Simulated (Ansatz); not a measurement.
Mo2O4⁻ (the lowest doublet isomer of a short search), 6 atoms. Hardware: 4 threads of Arm Neoverse V2 on a shared host.

In the def2 sets Mo takes a core potential; there is no spin–orbit coupling. Correlated methods freeze 4 core orbitals; core or outer-core shells of Mo are correlated, in sets that lack core-valence functions.

How many basis functions does each of these Ansatz runs have, and roughly what does it cost? r2SCAN-D4/def2-SVPD, charge -1 quartet, relaxation, 11 steps; PBE0-D4/def2-SVPD, charge -1 doublet, energy, from earlier orbitals; r2SCAN-D4/def2-SVPD, charge -1 doublet, relaxation, 16 steps; MP2/def2-TZVPD, charge -1 quartet, energy, from earlier orbitals; PBE0-D4/def2-TZVPD, charge 0 triplet at the geometry of the charge -1 doublet, energy; PBE0-D4/def2-TZVPD, charge 0 singlet at the geometry of the charge -1 doublet, energy; PBE-D4/def2-TZVPD, charge 0 triplet at the geometry of the charge -1 doublet, energy, from earlier orbitals; PBE-D4/def2-SVPD, charge -1 doublet, energy, from earlier orbitals; RPA@PBE/def2-TZVPD, charge -1 doublet, energy, from earlier orbitals; B2PLYP/def2-TZVPD, charge -1 quartet, energy, from earlier orbitals; PBE0-D4/def2-TZVPD, charge -1 doublet, energy, from earlier orbitals; r2SCAN-D4/def2-TZVPD, charge -1 quartet, energy, from earlier orbitals.

Other jobs shared the machine, so times can vary by a factor of up to 3. A dash marks memory too small to be measured apart from the calling script's.

```json
{"run": "PBE-D4/def2-SVPD, charge -1 doublet, energy, from earlier orbitals", "functions": "160", "fitting or Cholesky vectors": "1352", "wall time": "3.4 s", "peak host memory (GiB)": "–"}
{"run": "PBE0-D4/def2-SVPD, charge -1 doublet, energy, from earlier orbitals", "functions": "160", "fitting or Cholesky vectors": "1424", "wall time": "5 s", "peak host memory (GiB)": "–"}
{"run": "PBE0-D4/def2-TZVPD, charge 0 singlet at the geometry of the charge -1 doublet, energy", "functions": "240", "fitting or Cholesky vectors": "1492", "wall time": "8 s", "peak host memory (GiB)": "0.73"}
{"run": "PBE-D4/def2-TZVPD, charge 0 triplet at the geometry of the charge -1 doublet, energy, from earlier orbitals", "functions": "240", "fitting or Cholesky vectors": "1352", "wall time": "8 s", "peak host memory (GiB)": "–"}
{"run": "PBE0-D4/def2-TZVPD, charge -1 doublet, energy, from earlier orbitals", "functions": "240", "fitting or Cholesky vectors": "1492", "wall time": "8.5 s", "peak host memory (GiB)": "0.94"}
{"run": "r2SCAN-D4/def2-TZVPD, charge -1 quartet, energy, from earlier orbitals", "functions": "240", "fitting or Cholesky vectors": "1352", "wall time": "11 s", "peak host memory (GiB)": "–"}
{"run": "MP2/def2-TZVPD, charge -1 quartet, energy, from earlier orbitals", "functions": "240", "fitting or Cholesky vectors": "1712", "wall time": "12 s", "peak host memory (GiB)": "0.77"}
{"run": "RPA@PBE/def2-TZVPD, charge -1 doublet, energy, from earlier orbitals", "functions": "240", "fitting or Cholesky vectors": "1713", "wall time": "12 s", "peak host memory (GiB)": "0.86"}
{"run": "B2PLYP/def2-TZVPD, charge -1 quartet, energy, from earlier orbitals", "functions": "240", "fitting or Cholesky vectors": "1712", "wall time": "16 s", "peak host memory (GiB)": "0.87"}
{"run": "PBE0-D4/def2-TZVPD, charge 0 triplet at the geometry of the charge -1 doublet, energy", "functions": "240", "fitting or Cholesky vectors": "1492", "wall time": "28 s", "peak host memory (GiB)": "1.3"}
{"run": "r2SCAN-D4/def2-SVPD, charge -1 quartet, relaxation, 11 steps", "functions": "160", "fitting or Cholesky vectors": "1352", "wall time": "55 s", "peak host memory (GiB)": "–"}
{"run": "r2SCAN-D4/def2-SVPD, charge -1 doublet, relaxation, 16 steps", "functions": "160", "fitting or Cholesky vectors": "1352", "wall time": "83 s", "peak host memory (GiB)": "–"}
```
